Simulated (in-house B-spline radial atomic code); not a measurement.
The numbers below are computed, except where a source is named.
## Softness against transferability: the 4s channel of Mn

Mn, [Ar] 3d5 4s2, non-relativistic LDA (VWN5), spherical and spin-unpolarised, from an all-electron radial atomic-structure program (B-spline basis) (atomic units). The all-electron 4s level is ε = -0.191136 hartree, its outermost node lies just inside 1.09 bohr and its outer maximum at 2.50 bohr.

Troullier-Martins pseudo-orbitals are made for several radii. The cutoffs (hartree) are the plane-wave energies beyond which the orbital holds less than the named kinetic energy per electron. The phase error is the difference, pseudo minus all-electron, of arctan(R P'/P) at R = 3.81 bohr for all radii, half a hartree below and above the level.

```tsv
r_c (bohr)	V_l(0) (hartree)	cutoff for 10 mEh	for 1 mEh	for 0.1 mEh	phase error at ε − 0.5 (mrad)	at ε + 0.5 (mrad)
1.88	-0.93	2.51	9.86	22.3	-0.3	-13.0
2.18	1.41	2.25	6.34	10.4	-0.2	-7.3
2.5	1.28	2.25	6.06	10	-0.2	-8.2
2.83	0.69	1.92	3.81	8.49	-0.5	-15.9
3.15	0.28	1.55	2.98	7.07	-1.0	-33.1
3.51	-0.00	0.925	2.42	5.64	-2.2	-68.2
```

(1) Which radius needs the lowest cutoff for 0.1 mEh while both phase errors stay within 16.0 mrad?

(2) What does the larger radius buy, and what does it cost?

Results:

(1) The radii within that limit are 1.88, 2.18, 2.5, 2.83 bohr; of these r_c = 2.83 needs the least, 8.49 hartree, that is 17 Ry or 231 eV.

(2) From r_c = 1.88 to 3.51 bohr the cutoff for 1 mEh goes from 9.86 to 2.42 hartree, a factor of 4.07, against 3.49 for a pure 1/r_c² scaling, end to end; step by step it is 9.86, 6.34, 6.06, 3.81, 2.98, 2.42, and for 0.1 mEh 22.3, 10.4, 10, 8.49, 7.07, 5.64; the number of plane waves goes as the cutoff to the power 3/2, here a factor of 8.2. The larger of the two phase errors is least at r_c = 2.18 bohr, 7.3 mrad; it is 13.0 at the smallest radius and 68.2 at the largest. These errors test the reference atom alone. The smallest radius lies well inside the outer maximum, where the nodeless form must bend sharply to keep the norm, so it is both harder and scatters less well than the next. Large radii also let the cores of neighbours overlap, which an atom doesn't show.
